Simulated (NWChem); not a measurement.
Species: CHF, singlet; SMILES [CH]F

```xyz
3

C      0.1525     0.7122     0.0000
F     -0.0043    -0.5790     0.0000
H     -0.9110     1.0833     0.0000
```
Atoms are numbered in this order, from 1.

Low-valent species are run as closed-shell singlets; no triplet was tried in these runs. All runs use the structure optimised with PBE0-D3(BJ)/def2-TZVP.

 Unshifted, non-relativistic core excitations; the lowest 4 roots alone, so stronger bands may lie above.

Problem. List the first F K-edge excitations from BHandHLYP/cc-pVTZ, restricted-window TDA (NWChem).

Solution. 
| state | energy (eV) | dipole oscillator strength | leading excitation (squared amplitude) |
|---|---|---|---|
| S1 | 683.0 | 0.0211 | 1s of atom 2 or its equivalents → LUMO (0.98) |
| S2 | 688.8 | 0.0207 | 1s of atom 2 or its equivalents → LUMO+2 (0.82) |
| S3 | 689.8 | 0.0049 | 1s of atom 2 or its equivalents → LUMO+1 (0.93) |
| S4 | 694.7 | 0.0259 | 1s of atom 2 or its equivalents → LUMO+6 (0.49) |
